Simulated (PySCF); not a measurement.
## Dipole moment and polarisability of `C[C@@]1(N)CCNC1`

C5H12N2.
Numbering: `[CH3:1][C@@:2]1([NH2:3])[CH2:4][CH2:5][NH:6][CH2:7]1` (hydrogens: H8, H9, H10 on C1; H11, H12 on N3; H13, H14 on C4; H15, H16 on C5; H17 on N6; H18, H19 on C7)

Structure used (GFN2-xTB), in Å, numbered top down from 1:
```
atom  x, y, z in Å
C1    -1.3600    0.2579   -1.1443
C2    -0.5428   -0.0021    0.1301
N3    -1.3838   -0.2534    1.2914
C4     0.4423   -1.1776   -0.0627
C5     1.8266   -0.5692    0.2317
N6     1.7184    0.8523   -0.0568
C7     0.3974    1.1979    0.4357
H8    -0.7063    0.5001   -1.9797
H9    -1.9453   -0.6225   -1.4086
H10   -2.0437    1.0926   -0.9909
H11   -1.9499    0.5632    1.4969
H12   -2.0141   -1.0277    1.1098
H13    0.2077   -1.9911    0.6199
H14    0.3976   -1.5535   -1.0854
H15    2.0577   -0.6688    1.2951
H16    2.6290   -1.0256   -0.3471
H17    1.7483    0.9921   -1.0640
H18    0.4638    1.3115    1.5214
H19    0.0474    2.1333    0.0001
```

Level: PBE0/def2-SVPD (PySCF), static field, nuclei fixed, core orbitals frozen in the response. The polarisability tensor in these axes (au):

```
x   79.90 -1.08  0.23
y   -1.08 72.67 -0.56
z    0.23 -0.56 71.51
```

Task: What are the eigenvalues, a third of the trace, and Δα (Δα² = ½Σ(αi − αj)² over the three pairs)?

Result: Principal values 71.27, 72.73 and 80.07 au; mean 74.69 au = 11.07 Å³ = 12.32 × 10⁻⁴⁰ C²·m²/J; Δα = 8.17 au (11 % of the mean).

Task: What is the dipole moment, and where does it point?

Result: (-1.61, -0.46, -1.49) D, 2.24 D in size, pointing from the negative to the positive side. Measured along this direction, the outermost atoms are H15 at the negative end and H9 at the positive end.

Task: Rayleigh depolarisation ratio (linearly polarised light, static tensor)?

Result: ρ = 3Δα²/(45ᾱ² + 4Δα²) = 200.0/(251052 + 266.7) = 0.000796.

Task: Give the principal axes and the span of the nuclei along them.

Result: Largest value along (0.99, -0.15, 0.04), where the nuclei span 4.95 Å; middle along (0.15, 0.91, -0.39), 3.97 Å; least along (0.02, 0.39, 0.92), 3.57 Å. The response follows the extents in order.

Task: What molar refraction does this α imply?

Result: Lorentz–Lorenz: R = (4π/3)N_A α = 2.5225 cm³/(mol·Å³) × 11.07 Å³ = 27.9 cm³/mol, in the limit of long wavelengths.

Task: Refractivity n − 1 of an ideal gas of it at 273.15 K and 1 atm, from the electronic α?

Result: N = p/kT = 2.6868 × 10¹⁹ cm⁻³, so n − 1 = 2π × N × 11.07 × 10⁻²⁴ cm³ = 1868 × 10⁻⁶ at long wavelengths.

One conformer (not necessarily the lowest) at the GFN2-xTB geometry, without solvent, vibrations or thermal averaging.

These values come from a run that also computed excited states. The run took 84 s of wall time (with the writing of density and orbital grids) on Arm Neoverse N1, one thread, no GPU (shared host).
